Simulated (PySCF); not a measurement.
Tetrachloroaluminate, AlCl₄ (anion, charge -1), SMILES [Cl][Al-]([Cl])([Cl])[Cl] (CAM-B3LYP/def2-SVP optimised geometry):

```
5

Cl     1.440    -1.018     0.000
Al    -0.720    -1.018     0.000
Cl    -1.440     1.018     0.000
Cl    -1.440    -2.036     1.763
Cl    -1.440    -2.036    -1.763
```

Level of theory: CAM-B3LYP/def2-TZVPD in PySCF.

Task: What are the frontier orbital energies?

Result: HOMO-2 -5.83 eV, HOMO-1 -5.83 eV, HOMO -5.83 eV, LUMO 3.47 eV, LUMO+1 4.08 eV.

On the same geometry PBE/def2-TZVPD (PySCF) gives HOMO-2 -3.08 eV, HOMO-1 -3.08 eV, HOMO -3.08 eV, LUMO 2.62 eV, LUMO+1 3.38 eV.

Meta-Löwdin charges at CAM-B3LYP/def2-TZVPD: Cl1 -0.45, Al2 0.80, Cl3 -0.45, Cl4 -0.45, Cl5 -0.45.
